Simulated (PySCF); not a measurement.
C2H6ClFSi2, SMILES F[C@H]1C[SiH2][Si@H]1Cl. Atoms are numbered in the order given.

```xyz
12

F      0.3964    -2.3190    -0.4950
C     -0.1408    -1.0988    -0.8727
C     -1.5269    -0.8015    -0.2665
Si    -1.5252     1.1211    -0.4670
Si     0.7520     0.5514    -0.3784
Cl     1.3915     0.4603     1.6096
H     -0.2214    -1.0844    -1.9894
H     -1.4864    -0.9997     0.8270
H     -2.3601    -1.3921    -0.6981
H     -2.1801     1.8883     0.6437
H     -2.0439     1.5817    -1.8020
H      1.8995     1.0384    -1.2182
```

Geometry: PBE-D3(BJ)/def2-SVP. The structure was generated by enumeration; whether it is a known compound was not checked.

Level of theory: PBE-D3(BJ)/def2-SVP in PySCF.

Frequencies are harmonic and unscaled.

| mode | ν (cm⁻¹) | IR (km/mol) | moving atoms (share of kinetic energy) |
|---|---|---|---|
| 1 | 88 | 0.6 | Cl 30 %, F 27 %, Si 17 %, C 15 %, H 11 % |
| 2 | 95 | 0.7 | Cl 45 %, F 24 %, Si 12 %, C 12 % |
| 3 | 141 | 2.3 | H 31 %, Si 30 %, C 19 %, Cl 11 %, F 9 % |
| 4 | 297 | 2.5 | F 41 %, Si 31 %, C 16 %, H 11 % |
| 5 | 354 | 7.3 | Si 45 %, C 20 %, F 19 %, H 16 % |
| 6 | 381 | 7.4 | Si 49 %, H 42 % |
| 7 | 409 | 8.5 | C 35 %, H 28 %, Si 17 %, F 15 % |
| 8 | 463 | 6.6 | H 51 %, Si 38 % |
| 9 | 503 | 41.5 | Si 34 %, Cl 32 %, C 15 %, H 14 % |
| 10 | 543 | 4.0 | H 79 %, Si 9 %, C 9 % |
| 11 | 597 | 49.4 | H 56 %, Si 23 %, C 15 % |
| 12 | 624 | 39.8 | H 62 %, Si 20 %, C 12 % |
| 13 | 663 | 16.5 | H 49 %, C 33 %, Si 16 % |
| 14 | 691 | 53.7 | H 57 %, C 21 %, Si 21 % |
| 15 | 741 | 123.2 | H 84 %, Si 9 % |
| 16 | 814 | 8.2 | H 69 %, C 24 % |
| 17 | 893 | 87.8 | H 94 % |
| 18 | 959 | 17.0 | H 65 %, C 32 % |
| 19 | 1019 | 10.2 | C 52 %, H 42 % |
| 20 | 1049 | 40.5 | C 49 %, H 35 %, F 16 % |
| 21 | 1110 | 67.5 | H 45 %, C 43 %, F 12 % |
| 22 | 1196 | 4.4 | H 73 %, C 26 % |
| 23 | 1297 | 9.9 | H 83 %, C 15 % |
| 24 | 1377 | 6.4 | H 90 %, C 10 % |
| 25 | 2157 | 98.7 | H 97 % |
| 26 | 2163 | 100.5 | H 97 % |
| 27 | 2187 | 67.2 | H 96 % |
| 28 | 2905 | 20.5 | H 92 % |
| 29 | 2986 | 3.9 | H 95 % |
| 30 | 3057 | 5.1 | H 90 %, C 10 % |
